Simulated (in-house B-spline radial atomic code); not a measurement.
How numerical settings move a run on As IV (As3+), [Ar] 3d10 4s2. Computed with an all-electron radial atomic-structure program (B-spline basis): non-relativistic PBE0, spin-polarised, spherical fractional occupations, point nucleus.

Command:
```bash
python run_scf.py task.json out
```
Settings of the sound reference run:
```
Z                33
electrons        30
configuration    [Ar] 3d10 4s2
hamiltonian      nr
method           pbe0
spin_polarised   True
knot_spacing     0.22
spline_order     8
gauss_points     12
box_radius       16.22
max_iterations   70
damping          0.5
damped_steps     3
diis_vectors     10
tolerance        1e-08
start            Thomas-Fermi
```

Time taken, with all properties: 0.2 s on 1 thread of Arm Neoverse V2, with other jobs on the host.

It converges in 9 iterations to -2233.512352 hartree, with 4s up at -44.8992 eV. The other runs change the listed settings, some to values that make no sense; their results aren't properties of the atom or ion. Radii are in bohr (the nuclear one in fm), a minus after a letter asks for a j subshell, and «unchanged» means within 1e-8 hartree. The run stops when the residual is below 10 × tolerance × max(1, Z/10), or a noise floor if that is larger, and the energy moves by less than 1e-8 × √|E| hartree; so very loose and very tight tolerances often act alike.

```tsv
changed settings	outcome
gauss_points = 16, max_iterations = 75, start = bare nucleus	converged in 10 iterations, energy unchanged, 4s up level -1.4e-06 eV
first_knot = 3.03e-06, max_iterations = 5, damped_steps = 8	not converged after 5 iterations, last residual 2.3e-03, last energy +5.39e-05 hartree from the reference
diis_vectors = 20	converged in 9 iterations, energy unchanged
hamiltonian = dirac, method = hf, nucleus = fermi, rms_radius = 4.0968, mass_number = 75, atomic_mass = 74.92159, speed_of_light = 137.036	stopped with error: spin polarisation is not served with the Dirac Hamiltonian
gauss_points = 4	converged in 9 iterations, energy -3.24e-07 hartree from the reference
electrons = 31, configuration = [Ar] 3d10 4s2 5s-1, max_iterations = 100	stopped with error: j subshells need the Dirac Hamiltonian and l > 0
damped_steps = 0	converged in 8 iterations, energy unchanged, 4s up level -2.3e-06 eV
gauss_points = 3	converged in 9 iterations, energy -4.50e+05 hartree from the reference, 4s up level -1.4e+02 eV
damped_steps = 1	converged in 8 iterations, energy unchanged, 4s up level +3.5e-06 eV
damped_steps = 30	converged in 19 iterations, energy unchanged, 4s up level -8.0e-07 eV
max_iterations = 5, damping = 0.8	not converged after 5 iterations, last residual 1.4e-01, last energy +4.23e-01 hartree from the reference
diis_vectors = 1	not converged after 70 iterations, last residual 1.2e-01, last energy +3.07e-01 hartree from the reference
```

(1) What happens with electrons = 38, configuration = [Ar] 3d10 4s2 6s2 6p6, max_iterations = 60?

(2) What happens with max_iterations = 3, diis_vectors = 4?

(3) What happens with gauss_points = 5?

(4) What happens with diis_vectors = 4?

Results:

(1) Converged in 16 iterations to -2233.3336 hartree, a different physical problem (warning: 6s up has a positive eigenvalue: unbound, held by the box).

(2) Not converged after 3 iterations, last residual 1.2e-02, last energy +3.06e-03 hartree from the reference.

(3) Converged in 9 iterations, energy -1.19e-08 hartree from the reference.

(4) Converged in 10 iterations, energy unchanged, 4s up level -2.0e-06 eV.
